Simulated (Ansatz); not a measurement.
Consider the ligand exchange at a B–N bond: `CN(C)B[SiH3]` + `C=N` → `C=NB[SiH3]` + dimethylamine.

Gas-phase electronic energies from Ansatz, PBE0-D4/def2-TZVP geometries. CBS: MP2 limit from def2 TZ/QZ plus the TZ coupled-cluster correction, frozen cores. This one scheme is used for every species. Functionals use def2-TZVPP. Each species was taken in one conformer, which may not be the lowest.

| level | ΔE (kJ/mol) |
| --- | --- |
| PBE0-D4 | 21.3 |
| SCS-MP2/def2-TZVPP | 37.8 |

What does CCSD(T)/CBS give? (Estimate.)

Computed: +35.4 kJ/mol. The listed levels differ from it by -14.1, 2.4 kJ/mol.

Largest T1 diagnostic among the species: 0.017.

From PBE to PBE0 (25 % exact exchange), in def2-TZVPP and without D4, ΔE moves by +7.6 kJ/mol. The D4 term adds +6.6 kJ/mol with B3LYP and +3.7 kJ/mol with PBE0; it sums over pairs of atoms, weighted by their polarisabilities, and B3LYP, whose exchange is more repulsive, gets the larger term. In def2-TZVPP, CCSD(T) changes the Hartree–Fock value by +8.1 kJ/mol (the triples alone add +0.8 kJ/mol) and MP2 by +7.5 kJ/mol.

B3LYP here is the variant with VWN-RPA as its local correlation; programs differ in this.
